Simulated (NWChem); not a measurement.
# CH$_{6}$BFO$_{2}$Si; SMILES OB(O)C[SiH2]F

```xyz
12

Si    -0.0001     1.3019    -0.4567
F      0.0001     2.7596     0.2502
C      0.0033    -0.0503     0.8424
B      0.0001    -1.4991     0.1832
O     -1.1540    -2.1567    -0.1474
O      1.1510    -2.1610    -0.1497
H      1.2151     1.2088    -1.3087
H     -1.2193     1.2063    -1.3027
H     -0.8765     0.0981     1.4840
H      0.8854     0.0969     1.4807
H     -1.9465    -1.6633     0.0998
H      1.9460    -1.6707     0.0956
```
Atoms are numbered in this order, from 1.

All runs: NWChem. Pople sets run with spherical d functions. STO-3G and 3-21G are far too small for this property and stand as cheap habits. Coordinates come from a B3LYP/6-31G* (spherical d) optimisation. Vertical excitations in the gas phase; the lowest state need not have the same character in each row.

| level | basis functions | lowest excitation, singlet (eV) | oscillator strength of that lowest state | orbital gap (eV) | relative time |
|---|---|---|---|---|---|
| B3LYP/3-21G, TDA | 70 | 7.71 | 0.014 | 8.70 | 1 |
| B3LYP/6-31G*, TDA | 100 | 7.58 | 0.015 | 8.60 | 3 |
| B3LYP/6-31+G*, TDA | 124 | 7.17 | 0.013 | 8.09 | 7 |
| B3LYP/def2-SVP, TDA | 118 | 7.65 | 0.006 | 8.69 | 3 |

The last column is a rough cost ratio, cheapest run = 1.
